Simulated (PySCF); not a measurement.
C5H8N2OSi: full NMR table

- Formula: C5H8N2OSi
- SMILES: C=C[C@@H](N=C)O[SiH2]C#N
- InChI: InChI=1S/C5H8N2OSi/c1-3-5(7-2)8-9-4-6/h3,5H,1-2,9H2/t5-/m0/s1
- Point group of the computed structure: C1
- Degrees of unsaturation: 4
- Carbon signals: 5
- Proton signals: 8

Atom-mapped SMILES (the numbers label the heavy atoms): `[CH2:1]=[CH:2][C@@H:3]([N:4]=[CH2:5])[O:6][SiH2:7][C:8]#[N:9]`. Each H is labelled by its parent atom. Ha(C1), Ha(C5) are cis to C3; Ha(Si7) is pro-R; Hb(Si7) is pro-S; Hb(C1), Hb(C5) are trans to C3.

[PySCF: geometry: GFN2-xTB; σ from GIAO-PBE0/pcSseg-1; in vacuum; non-relativistic; a single conformation]

Scale: $^{1}$H (31.72 ppm), $^{13}$C (186.93 ppm), $^{29}$Si (349.16 ppm) vs TMS; NH3 for $^{15}$N (267.73 ppm); $^{17}$O (336.08 ppm) against H2O (reference shieldings calculated alike).

| carbon | δC, type | δH (multiplicity) | HMBC from (2–3 bonds) | span of the C tensor (ppm) |
| --- | --- | --- | --- | --- |
| C1 | 122.1, CH2 | Hb(C1) 5.43 (m); Ha(C1) 5.52 (m) | H(C2), H(C3) | 212 |
| C2 | 149.1, CH | 6.34 (m) | Ha(C1), Hb(C1), H(C3) | 232 |
| C3 | 100.2, CH | 5.09 (d) | Ha(C5), Hb(C5), H(C2), Ha(C1), Hb(C1), Ha(Si7), Hb(Si7) | 17 |
| C5 | 160.9, CH2 | Hb(C5) 7.63 (d); Ha(C5) 7.97 (d) | H(C3) | 200 |
| C8 | 127.6, C | – | Ha(Si7), Hb(Si7) | 348 |

Other nuclei:
```csv
atoms,nucleus,environment,δ (ppm),σ (ppm)
Ha(Si7),$^{1}$H,"hydrogen on a silicon bonded to C, O",5.24,26.48
Hb(Si7),$^{1}$H,"hydrogen on a silicon bonded to C, O",4.74,26.98
Si7,$^{29}$Si,"silicon bonded to C, O, 2 H",-64.8,413.9
N4,$^{15}$N,imine nitrogen,401.0,-133.3
N9,$^{15}$N,nitrile nitrogen,354.8,-87.1
O6,$^{17}$O,"oxygen bonded to C, Si",70.0,266.0
```

- Carbon types of the structure: 1 × C, 2 × CH, 2 × CH2, leaving 2 H on heteroatoms.
- δC 160.9: C=N carbon.
- δC 149.1: alkene CH; as expected for a trigonal carbon in a double bond.
- δC 127.6: nitrile carbon; this is the usual window of a C≡N carbon, which has no attached hydrogen.
- δC 122.1: terminal =CH2 carbon; the olefinic region.
- δC 100.2: allylic sp3 CH bonded to N and O; 2 electronegative neighbours deshield it.

Shifts are as computed. Against solution values, carbons near 30 ppm lie about +3 ppm off and those near 130 ppm about +5 ppm. Of 1211 compounds with measured shifts, 218 miss one by over three times the rms of a fit or turn the order of signals round; such compounds aren't used in these exercises. Experimental scales use liquid or dissolved standards, which lie at an offset from isolated NH3 (liquid NH3: subtract about 20 ppm) and H2O (liquid H2O: subtract about 36 ppm). Unscaled 15N shifts of sp2 nitrogen come out 20 to 40 ppm too high even then. No couplings were computed; multiplicities are counted from neighbouring protons, with m where these are inequivalent, close in shift, in a saturated or five-membered ring or joined by F or P, and br s for small geminal =CH2 splittings.
